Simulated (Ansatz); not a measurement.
C2H4NO (SMILES CC([NH])=O), doublet, geometry from GFN2-xTB, with bond 1-2 at 2.4 times its length; SC-NEVPT2/6-31G, CASSCF(3,4) in Ansatz (an electronic-structure program).

The Ansatz input:
Ansatz 0.2 input:
```yaml
crystal:
  periodic: [false, false, false]
  atoms:
    - {symbol: O, position_ang: [1.14583822, 2.60341868, 1.12407936]}
    - {symbol: C, position_ang: [0.07362476, 0.04155692, 0.01629218]}
    - {symbol: N, position_ang: [0.97908963, -0.79537771, -0.38307541]}
    - {symbol: C, position_ang: [-1.37266602, -0.31112209, -0.09746586]}
    - {symbol: H, position_ang: [-1.87439289, 0.42856119, -0.71790388]}
    - {symbol: H, position_ang: [-1.47291315, -1.29927869, -0.53410739]}
    - {symbol: H, position_ang: [-1.82638734, -0.28731230, 0.89115672]}
    - {symbol: H, position_ang: [1.95127056, -0.52892976, -0.29353686]}
basis:
  gaussian:
    orbitals: 6-31G
correlation: {method: sc_nevpt2, electrons: all, active_space: {window: {electrons: 3, orbitals: 4}}}
magnetization: {spin_polarized: false, initial_magnetization: 1}
```

It wrote (shortened):

```
Functional definition: HF
589 factors; integrals over basis functions are off by at most 2.4e-4 eV
mean field evaluation 1: about -5627.7970 eV, gradient 3.8e1 eV
mean field evaluation 2: about -5627.7987 eV, gradient 3.8e1 eV
mean field evaluation 4: about -5632.3142 eV, gradient 1.7e1 eV
mean field evaluation 8: about -5633.4875 eV, gradient 5.1e-1 eV
mean field evaluation 16: about -5633.4916 eV, gradient 9.7e-7 eV
mean field evaluation 32: about -5633.6306 eV, gradient 1.0e-5 eV
mean field evaluation 64: about -5633.4916 eV, gradient 3.1e-5 eV
mean field evaluation 96: about -5632.7146 eV, gradient 1.9e-1 eV
mean field evaluation 128: about -5633.5306 eV, gradient 9.3e-1 eV
mean field evaluation 160: about -5631.7808 eV, gradient 2.9e0 eV
mean field evaluation 192: about -5633.6293 eV, gradient 1.4e-1 eV
mean field evaluation 224: about -5633.6306 eV, gradient 1.7e-6 eV
mean field -5633.63060647 eV, -207.0321061759 hartree, gradient 1.7e-6 eV, S^2 0.750000; 16 other end points of the search recorded, 0 dependent functions left out
reference -5633.63060647 eV, -207.0321061759 hartree; 16, 15 occupied and 28, 29 virtual orbitals, 589 factors
state -5636.95834709 eV, -207.1543983880 hartree
state -5636.95834709 eV, -207.1543983880 hartree; corrected -5646.31341351 eV, -207.4981907379 hartree
state -5634.70887928 eV, -207.0717319706 hartree
state -5634.70887928 eV, -207.0717319706 hartree; corrected -5643.39493061 eV, -207.3909384695 hartree
state -5636.95834709 eV, -207.1543983880 hartree; corrected -5646.31341351 eV, -207.4981907379 hartree
the orbitals are reached from a further start. From the first start the search ends at -5634.70887928 eV, -207.0717319706 hartree
Total energy: -5646.31341351 eV, -207.4981907379 hartree
```
